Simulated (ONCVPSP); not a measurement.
O: ONCV pseudisation with BLYP, scalar-relativistic reference atom.

* Element: O (Z = 8)
* Generator: ONCVPSP 4.0.1
* Type: optimised norm-conserving Vanderbilt (ONCV)
* Functional: BLYP
* Relativity: scalar-relativistic
* Frozen core: [He]
* Valence charge: 6
* Reference configuration: 2s2 2p4
* Partial waves: 2s: rc 0.80 bohr, ncon 4, nbas 7, qcut 6.4 1/bohr, 1 projector; 2p: rc 2.15 bohr, ncon 4, nbas 8, qcut 7.2 1/bohr, 3 projectors, debl 3.5 Ha
* Local potential: polynomial inside 0.55 bohr (lpopt 5, dvloc0 4 Ha)
* Core correction: Teter function, parameters optimised by the program

**Question.** Does the generator finish with these settings?

**Answer.** Yes, a potential is produced and its reference levels are reproduced.

**Question.** Estimate the cutoffs (Ha) at which the residual kinetic energy of the hardest occupied pseudo-wave falls to 1 and 0.1 mHa per electron.

**Answer.** 148 Ha and 186 Ha.

**Question.** Does the potential have ghost states?

**Answer.** Ghosts flagged at negative energy: p at -87.7 eV; no localised positive-energy state flagged. A true bound ghost makes a file unfit for plane-wave use.

**Question.** Which valence shell sets the plane-wave cutoff?

**Answer.** 2s: 148 Ha for 1 mHa per electron, against 17 Ha for 2p.

**Question.** Tests: 2s2 2p3; 2s2 2p2; 2s2 2p1; 2s1 2p5. Which has the largest error in its energy relative to the reference configuration, and how large is it?

**Answer.** 2s2 2p1, with +3102 meV (all-electron minus pseudo) on +103.97 eV.
